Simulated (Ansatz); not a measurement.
This geometry of CH$_{8}$NO$_{2}$SbSi (14 atoms, charge 0, multiplicity 1) is a first-order saddle point.

Computed with RKS PBE/def2-SVP (Ansatz).

```xyz
14
Properties=species:S:1:pos:R:3
N -0.504 -1.403 0.939
C 0.391 -0.490 0.348
O 1.683 -0.400 1.005
Sb 0.991 -1.211 -1.711
Si -0.312 1.287 0.269
O -1.825 1.390 -0.470
H -0.316 -2.406 0.939
H -1.362 -1.096 1.395
H 1.482 -0.381 1.965
H 1.877 0.216 -2.143
H -0.452 -0.534 -2.424
H -0.567 1.721 1.690
H 0.721 2.171 -0.370
H -1.821 1.108 -1.404
```

(1) Which two structures does it join? (They come from a converged band through this point; their orientation in space is the band's.)

(2) How far does it lie above each of them?

## Answers

(1) No bond is made or broken. The height of N1 over the plane of its neighbours goes from -0.32 to 0.34 Å.

Image 0:

```xyz
14
Properties=species:S:1:pos:R:3
N -0.509 -1.333 1.054
C 0.428 -0.476 0.386
O 1.695 -0.502 1.048
Sb 0.979 -1.200 -1.715
Si -0.244 1.318 0.334
O -1.807 1.334 -0.313
H -0.346 -2.339 0.911
H -1.485 -1.108 0.826
H 1.473 -0.515 2.005
H 1.821 0.241 -2.194
H -0.504 -0.550 -2.375
H -0.405 1.817 1.743
H 0.727 2.182 -0.422
H -1.836 1.101 -1.259
```

Image 8:

```xyz
14
Properties=species:S:1:pos:R:3
N -0.586 -1.442 0.849
C 0.355 -0.500 0.322
O 1.638 -0.437 0.992
Sb 0.928 -1.249 -1.718
Si -0.364 1.270 0.235
O -1.839 1.413 -0.560
H -0.166 -2.366 1.019
H -1.033 -1.125 1.720
H 1.471 -0.132 1.909
H 1.849 0.164 -2.130
H -0.485 -0.548 -2.460
H -0.659 1.670 1.662
H 0.699 2.168 -0.334
H -1.822 1.086 -1.478
```

(2) 2.1 kcal/mol above the first and 1.9 kcal/mol above the second. This is the barrier of this one path; another mechanism may lie lower.

Run time: 3.4 min on 2 threads of Arm Neoverse V1, on a shared host, peak memory 0.2 GiB.
